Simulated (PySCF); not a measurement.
Computed shifts of a molecule C3H4F2Si, HF/pcSseg-1 run with PySCF, GIAO, gas phase, equivalent atoms averaged, in ppm (number of nuclei): ¹³C: 109.1 (1), 83.9 (1), -0.4 (1). ²⁹Si: -31.6 (1). ¹⁹F: -116.9 (2). ¹H: 3.07 (1), 0.77 (3). References: ¹³C against TMS (σ = 192.6 ppm); ²⁹Si against TMS (σ = 393.8 ppm); ¹⁹F against CFCl3 (σ = 238.5 ppm); ¹H against TMS (σ = 31.99 ppm), references at their B3LYP-D3(BJ)/def2-TZVP geometries, non-relativistic. Coordinates come from a PBE0-D3(BJ)/def2-SVP optimisation. One conformer was computed; it need not be the lowest.

Q: Identify the compound among the candidates.
A) F[C@@H]1C=C[Si@H]1F
B) FC(F)C#C[SiH3]
C) C#C[Si](C)(F)F
D) C=C=C[SiH](F)F

A: C, C#C[Si](C)(F)F
